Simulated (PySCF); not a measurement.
## Correlation energy of Sn⁺ (tin, charge +1)

[Kr] 4d10 5s2 5p1, 2P determinant. All numbers are calculated (PySCF 2.14, scalar relativity through the core potential, in def2-TZVP with the def2 core potential (28 electrons) (6s5p3d2f, 50 functions)). Frozen: 4s2 4p6 4d10; 3 electrons correlated.

MP2 pair energies summed by pair of shells (mhartree):

| pair | energy | share (%) |
| --- | --- | --- |
| 5s-5s | -18.39 | 57.1 |
| 5s-5p | -13.84 | 42.9 |

Total MP2 correlation energy: -32.23 mhartree.

Same-spin part -2.20 and opposite-spin part -30.03 mhartree; SCS-MP2 scales them by 1/3 and 6/5 to -36.77 mhartree.

```csv
level,correlation energy (mhartree)
CCSD,-44.01
(T),-0.65
CCSD(T),-44.66
```

Diagnostics: T1 = 0.010, D1 = 0.0240, largest double amplitude 0.093.

Cost of the coupled-cluster step: 0.48 s of wall time on 1 thread of Intel(R) Xeon(R) 6975P-C (shared host), for 3 correlated electrons.
